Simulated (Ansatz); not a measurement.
Cost and result for the atomization energy of CH6AlNO (10 atoms, 9 bonds).

Cartesian coordinates in Å:
```
N 1.287 -0.449 -1.040
C 0.996 -0.179 0.183
O -1.447 1.416 1.312
Al -1.051 -0.093 0.572
H 2.223 -0.598 -1.400
H 0.501 -0.530 -1.689
H 1.879 -0.104 0.824
H -1.702 2.169 0.783
H -1.280 -1.394 1.478
H -1.404 -0.240 -1.024
```

Total charge 0; spin multiplicity 1. The bonds changed during the relaxation, so this is another structure than the one it started from. All single points use the PBE0-D4/def2-TZVP geometry. It is one conformer, not always the lowest. Program: Ansatz. All runs use 2 threads of an Arm Neoverse V1 on a shared host. Times are those of one run each, without the atoms' runs, and a repeat can differ threefold. Electronic energies, without spin–orbit coupling; frozen cores. CCSD(T)/CBS adds CCSD(T) − MP2 in def2-TZVPP to the MP2 limit, and its time is that of the two runs behind it. T1 = 0.015. B3LYP takes the VWN-RPA correlation (the form of Gaussian; ORCA's B3LYP/G).

CCSD(T)/CBS is a level of theory with its own doubt, some kJ/mol a heavy atom from the limit and from the frozen cores, so smaller differences don't rank the functionals.

| level | functions | wall time |
| --- | --- | --- |
| LDA (SPW92)/def2-TZVPP | 219 | 1.6 s |
| BLYP-D4/def2-TZVPP | 219 | 2.7 s |
| PBE-D4/def2-TZVPP (with forces) | 219 | 3.3 s |
| CCSD(T)/def2-SVP | 90 | 3.8 s |
| CAM-B3LYP-D4/def2-TZVPP | 219 | 4 s |
| B3LYP-D4/def2-TZVPP (with forces) | 219 | 6 s |
| r2SCANh-D4/def2-TZVPP | 219 | 6.5 s |
| PBE-QIDH/def2-TZVPP | 219 | 6.5 s |
| ωB97X-V/def2-TZVPP | 219 | 10 s |
| ωB97M-V/def2-TZVPP (with forces) | 219 | 14 s |
| MP2/def2-QZVPP | 421 | 25 s |
| CCSD(T)/def2-TZVPP | 219 | 110 s |
| CCSD(T)/CBS(def2) | – | 2.2 min |

Problem. What atomization energy does each give, and how far from CCSD(T)/CBS? (Estimate.)

Solution. Ansatz gave: 
```
                            level  atomization (kJ/mol)  difference from CCSD(T)/CBS  per bond
           LDA (SPW92)/def2-TZVPP                3857.5                        468.2      52.0
               BLYP-D4/def2-TZVPP                3390.9                          1.6       0.2
  PBE-D4/def2-TZVPP (with forces)                3425.3                         36.0       4.0
                 CCSD(T)/def2-SVP                3164.8                       -224.5     -24.9
          CAM-B3LYP-D4/def2-TZVPP                3402.1                         12.8       1.4
B3LYP-D4/def2-TZVPP (with forces)                3385.1                         -4.2      -0.5
            r2SCANh-D4/def2-TZVPP                3345.1                        -44.2      -4.9
              PBE-QIDH/def2-TZVPP                3320.6                        -68.7      -7.6
               ωB97X-V/def2-TZVPP                3388.5                         -0.8      -0.1
 ωB97M-V/def2-TZVPP (with forces)                3393.0                          3.7       0.4
                   MP2/def2-QZVPP                3381.9                         -7.4      -0.8
               CCSD(T)/def2-TZVPP                3286.7                       -102.6     -11.4
                CCSD(T)/CBS(def2)                3389.3                          0.0       0.0
```

From PBE to PBE0 (25 % exact exchange), in def2-TZVPP and without D4, the atomization energy moves by −73.4 kJ/mol: exact exchange takes away binding that semilocal exchange gives to molecules. At CCSD(T), def2-SVP lies −224.4 kJ/mol from the extrapolated value and def2-TZVPP −102.6 kJ/mol: correlation converges slowly with the basis, and small sets miss more of it in the bonded molecule than in its fragments. In def2-TZVPP, CCSD(T) changes the Hartree–Fock value by +916.2 kJ/mol (the triples alone add +49.5 kJ/mol) and MP2 by +950.0 kJ/mol; breaking electron pairs costs correlation energy, which Hartree–Fock lacks.
